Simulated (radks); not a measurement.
Question: The zinc ion Zn4+, 26 electrons, occupied as [Ar] 3d7 4s1 (not the ground configuration). Method: scalar-relativistic Kohn-Sham, r2SCAN, spin-polarised, spherical densities, finite nucleus; open shells are filled with parallel spins first; meta-GGA in the generalised Kohn-Sham scheme; Fermi nuclear charge, rms radius 3.9283 fm; computed with a radial shooting solver on a logarithmic mesh with Libxc functionals. Some entries of the table are withheld. Estimate them.

orbital,occ.,eigenvalue (hartree),r(max) (bohr)
1s up,1,-354.0259,0.03292
1s down,1,-354.0225,0.03292
2s up,1,-46.00761,0.1892
2s down,1,-45.89275,0.1890
2p up,3,-40.19812,0.1523
2p down,3,-40.11062,0.1521
3s up,1,-7.79066,(1)
3s down,1,-7.58538,(2)
3p up,3,-6.01962,0.5840
3p down,3,-5.81340,0.5861
3d up,5,-3.15490,0.5415
3d down,2,-2.94022,0.5463
4s up,1,-1.99079,(3)
4s down,0,-1.81385,(4)

Answer: 
(1) 3s up r(max) (bohr): 0.5819
(2) 3s down r(max) (bohr): 0.5835
(3) 4s up r(max) (bohr): 1.626
(4) 4s down r(max) (bohr): 1.649
